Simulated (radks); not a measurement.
Results of a calculation; reference values are marked as such.
How relativity changes the ionisation of the technetium ion Tc+ ([Kr] 4d5 5s1) to Tc2+ ([Kr] 4d5). Spin-unpolarised spherical Kohn-Sham, PBE, point nucleus unless stated (finite: rms radius 4.4112 fm), a radial shooting solver on a logarithmic mesh with Libxc functionals. A level marked "c x" has the speed of light scaled by that factor and shares open shells by 2j + 1; other Dirac levels either fill j = l - 1/2 first or share by 2j + 1.

level                               E(Tc+) (hartree)  E(Tc2+) (hartree)  IE (eV)   HOMO  <r> HOMO (bohr)
non-rel.                                 -4205.96838        -4205.44195   14.325     5s            3.124
scalar-rel.                              -4285.29265        -4284.74686   14.852     5s            3.036
scalar-rel., finite nucleus              -4285.22811        -4284.68233   14.851     5s            3.036
Dirac, 2j+1 shares                       -4285.97124        -4285.42544   14.852  5s1/2            3.036
Dirac, low j first                       -4285.99291        -4285.44804   14.827  5s1/2            3.039
Dirac, 2j+1 shares, finite nucleus       -4285.90657        -4285.36079   14.851  5s1/2            3.036
Dirac, c x 1.25                          -4256.25875        -4255.72025   14.653  5s1/2            3.068
Dirac, c x 5                             -4209.02224        -4208.49509   14.345  5s1/2            3.120
Dirac, c x 100                           -4205.97600        -4205.44957   14.325  5s1/2            3.124

NIST Atomic Spectra Database: 15.260 eV (semi-empirical). The relativistic part of the total energy of Tc+ is -79.94 hartree (Dirac, 2j+1 shares, finite nucleus), 1.9 % of the non-relativistic value. Spin polarisation and multiplet splitting of open shells are left out at every level.

Beside tabulated values, note that relativity, absent from the non-relativistic runs, is large for the heavy elements, and spin-unpolarised runs miss the spin-polarisation part of the exchange energy of open shells.
